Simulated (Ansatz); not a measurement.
C2H7FO2Sn (`C[O][SnH]([F])[O]C`). Charge 0, multiplicity 1. Correlated methods include outer-core shells of Sn, which these sets cover unevenly. Sn takes the def2 core potential.

```xyz
13

C     0.795    2.181    0.625
O     1.111    1.612   -0.631
Sn    0.715   -0.244   -1.001
F     1.761   -1.333    0.185
O    -1.107   -0.535   -0.396
C    -1.529   -1.778    0.126
H    -0.249    2.007    0.908
H     0.955    3.259    0.547
H     1.443    1.794    1.419
H     1.095   -0.635   -2.600
H    -0.841   -2.169    0.884
H    -1.644   -2.534   -0.660
H    -2.505   -1.626    0.594
```

Q: Give the diagnostics of a CCSD(T)/def2-TZVPP run (frozen core, the Gaussian-basis code of Ansatz). (Best estimate.)

A: The calculation gave: T1 = 0.0141, largest single amplitude 0.029, largest double 0.022, (T) share of the correlation energy 3.4 %, 10 CCSD cycles. The RHF solution is stable towards an unrestricted one. T1 lies under the customary mark of 0.02 for closed shells.
